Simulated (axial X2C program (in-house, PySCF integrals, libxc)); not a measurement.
Worked dissociation energy of CaS: PBE, with spin–orbit coupling

Calculated with an in-house all-electron X2C program for linear molecules (integrals from PySCF). Two-component (2c) means X2C with spin–orbit coupling and atomic mean-field two-electron Coulomb terms, the Gaunt term switched off. Basis: Ca dyall-v3z [11s12p4d3f], S dyall-v3z [8s7p2d1f] (cores contracted in-house); Gaussian nuclei, density fitting, unrestricted open shells. Masses: Ca 39.963 u, S 31.972 u.

Molecular state: Ω = 0 (closed shell).

| Property | Result |
| --- | --- |
| E(Ca) (2M_J = 0) | -680.320413 hartree |
| E(S) (2M_J = 2) | -399.081075 hartree |
| E(CaS) at Re | -1079.532705 hartree |
| ωe | 452.0 cm⁻¹ |
| ωexe | 1.49 cm⁻¹ |

Work out De and D0.

De = -680.320413 + (-399.081075) − (-1079.532705) = 0.13122 hartree = 3.571 eV. The zero-point energy is ωe/2 − ωexe/4 = 226 cm⁻¹ = 0.028 eV, so D0 = 3.543 eV.

The state is one determinant whose occupation by symmetry is held fixed; it was picked as the lowest of a PBE0 search that is not exhaustive. The closed shell is kept restricted, so the energy runs too high when the bond is stretched far. Dissociation energies refer to the lowest single-determinant-based atoms at the same level and basis. In 2c an atomic determinant is not the ground J level, so De misses part of the atomic spin–orbit lowering. This holds for PBE. Without a current term, density functionals place determinants with orbital angular momentum somewhat too high.

Each atomic determinant is the lowest at this level and need not be a pure J level. Totals compare only within one Hamiltonian and basis.
